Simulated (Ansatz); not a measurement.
Consider the isomerisation: `[SiH3]N[SiH2]Br` → `N[SiH]([SiH3])Br`.

Isolated molecules relaxed with PBE0-D4/def2-TZVP in Ansatz; ΔE leaves out vibrations. CBS: MP2 limit from def2 TZ/QZ plus the TZ coupled-cluster correction, frozen cores. Functionals use def2-TZVPP. For Br outer-core shells are correlated without core-valence functions, which leaves a few kJ/mol of doubt a bond. Scalar relativity is left out up to krypton. One conformer a species, not always the lowest.

(1) Is it downhill or uphill in electronic energy at CCSD(T)/CBS, and by how much? (Estimate.)

(2) What do these levels give: LDA (SPW92), revPBE-D4, B2PLYP, BLYP, SCS-MP2/def2-TZVPP, CCSD/CBS(def2)? (Estimate.)

Largest T1 diagnostic among the species: 0.010.

Results:

(1) The calculation gave: Uphill: ΔE = +0.56 eV.

(2) Ansatz gave: LDA (SPW92) 0.35, revPBE-D4 0.35, B2PLYP 0.57, BLYP 0.46, SCS-MP2/def2-TZVPP 0.66, CCSD/CBS(def2) 0.58 eV.

From r2SCAN to r2SCAN0 (25 % exact exchange), in def2-TZVPP and without D4, ΔE moves by +0.04 eV. In def2-TZVPP, CCSD(T) changes the Hartree–Fock value by −0.16 eV (the triples alone add −0.02 eV) and MP2 by −0.09 eV. Leaving LDA and LC-ωPBE aside and taking each functional with its dispersion term where it has one, the values, not all of them listed here, spread over 0.28 eV, from PBE-D4 to BHLYP-D4.
